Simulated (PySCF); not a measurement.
# What a mistake does to a calculation on B2Ge2H6

These are calculations, not measurements. The program is PySCF 2.14.0, an open-source quantum chemistry code, run on an isolated molecule that a program drew, which may never have been made. The molecule is B2Ge2H6 (charge 0, singlet), drawn as the SMILES string `B[B]([GeH])[GeH3]`.

Each row is a Hartree-Fock (HF) and frozen-core CCSD(T) single point in the cc-pVDZ basis, meant for a local HF minimum. Run 1 is clean. Each other run has one planted mistake out of seven kinds, and not every kind appears here: one electron removed, one electron added, multiplicity raised by two, geometry at a saddle point, minimal basis STO-3G, one bond length entered in bohr, all coordinates scaled. The reference is restricted for singlets and unrestricted otherwise, and also for a bond in bohr. Adding or removing an electron swaps singlet and doublet. Electrons count all cores. HOMO and LUMO are orbital energies over both spins, the gradient is its largest component, and the lowest frequency (negative if imaginary) is given only where the gradient is small. Bond lengths are over the 9 bonds as drawn. T1 is the CCSD diagnostic: over 0.02 (restricted) or 0.045 (unrestricted) a single reference is doubtful. Germanium has the cc-pVDZ-PP basis, with a core potential (ECP10MDF) in place of its 10 inner electrons, and its 3s, 3p and 3d shells are frozen in CCSD(T).

Geometry of the clean run:
```xyz
10
B2Ge2H6, angstrom
B    -0.7042   -0.3107   -0.3980
B     0.4021   -1.4710   -0.8056
Ge    0.1306   -3.2304   -1.8582
Ge    2.4201   -1.1952   -0.2572
H    -1.3000   -0.3525    0.6457
H    -0.9423    0.6057   -1.1409
H    -0.0796   -3.9800   -0.4752
H     2.9988   -0.0047   -1.0324
H     2.5356   -0.9199    1.2461
H     3.2889   -2.4238   -0.5766
```

```
run  electrons  basis functions  <S^2>  HOMO (eV)  LUMO (eV)  gradient (hartree/bohr)  lowest frequency (cm^-1)  mean bond (Å)  longest bond (Å)      T1  HF (hartree)  CCSD(T) (hartree)                     mistake
  1         80              104  0.000      -8.68       0.39                  2.5e-05                        67         1.6033             2.109  0.0204    -639.53355         -639.95395                    no fault
  2         80              104  2.026      -7.45      -0.49                  1.9e-02                         -         1.6033             2.109  0.0209    -639.49289         -639.89356  multiplicity raised by two
  3         80              104  0.000      -8.66       0.15                  3.4e-02                         -         1.7171             2.259  0.0199    -639.50199         -639.92685      all coordinates scaled
  4         81              104  0.765      -1.24       5.93                  1.8e-02                         -         1.6033             2.109  0.0284    -639.54790         -639.98421          one electron added
  5         79              104  0.785     -15.79      -6.58                  2.7e-02                         -         1.6033             2.109  0.0239    -639.25422         -639.64697                           ?
```

**Which mistake was planted in run 5, and what did it cost?**

It counts 79 electrons, one fewer than the clean run, at the same geometry and basis. So the mistake is: one electron removed. Subtracting run 1 and multiplying by 627.51 kcal/mol a hartree, the energy moved by 175.3 kcal/mol in HF and 192.6 kcal/mol in CCSD(T).

Cautions from the logs. Run 1: T1 is over the limit, so its CCSD(T) energy is less reliable.
